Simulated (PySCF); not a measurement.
All of these have the formula C5H10P2. Level of theory: PySCF 2.14.0, density-fitted response routines, TDDFT CAM-B3LYP/def2-SVPD, vertical, gas phase, core orbitals frozen in the response. Geometries: GFN2-xTB; one conformer of each isolated species. Triplets are in the Tamm–Dancoff approximation.

**Question.** Rank by computed HOMO–LUMO gap, lowest first.
A. `C=C/C=P/P(C)C`
B. `CC#CP(C)CP`
C. `PPC1=CCCC1`
D. `C#CCP(C)CP`
E. `CC1=CCP(P)C1`
F. `C=CCP(P)C=C`

**Answer.** A (6.29 eV), F (8.25 eV), C (8.43 eV), E (8.55 eV), B (8.84 eV), D (8.99 eV).

```tsv
SMILES	gap (eV)	S1 (eV)	first f ≥ 0.01 (nm)	T1 (eV)	f (S1)	HOMO (eV)	S1 mainly
C=C/C=P/P(C)C	6.29	3.37	367	2.01	0.036	-7.41	H→L (66%)
C=CCP(P)C=C	8.25	5.33	232	4.04	0.145	-7.51	H→L (93%)
PPC1=CCCC1	8.43	5.34	232	4.08	0.108	-7.61	H→L (92%)
CC1=CCP(P)C1	8.55	5.56	223	4.33	0.143	-7.49	H→L (83%)
CC#CP(C)CP	8.84	5.46	227	4.83	0.025	-7.84	H→L+1 (71%)
C#CCP(C)CP	8.99	6.21	200	5.27	0.086	-7.92	H→L (74%)
```

H and L stand for HOMO and LUMO.

- `C=C/C=P/P(C)C`: Löwdin shares by element: HOMO phosphorus 55%, carbon 22% or more (atoms not listed hold the other 22%); LUMO carbon 47% or more, phosphorus 36% or more (atoms not listed hold the other 18%).
- `C=CCP(P)C=C`: Löwdin shares by element: HOMO phosphorus 67%, carbon 16% or more (atoms not listed hold the other 17%); LUMO carbon 49% or more, phosphorus 22% (atoms not listed hold the other 29%).
- `PPC1=CCCC1`: Löwdin shares by element: HOMO phosphorus 71%, carbon 13% or more (atoms not listed hold the other 16%); LUMO carbon 39% or more, phosphorus 38% (atoms not listed hold the other 24%).
- `CC1=CCP(P)C1`: Löwdin shares by element: HOMO phosphorus 78%, carbon 10% or more; LUMO phosphorus 41%, carbon 16% or more (atoms not listed hold the other 43%).
- `CC#CP(C)CP`: Löwdin shares by element: HOMO phosphorus 42% or more, carbon 41% or more (atoms not listed hold the other 18%); LUMO phosphorus 24%, carbon 23% or more (atoms not listed hold the other 53%).
- `C#CCP(C)CP`: Löwdin shares by element: HOMO phosphorus 60%, carbon 19% or more (atoms not listed hold the other 21%); LUMO phosphorus 21% or more, hydrogen 18% or more, carbon 17% or more (atoms not listed hold the other 45%).
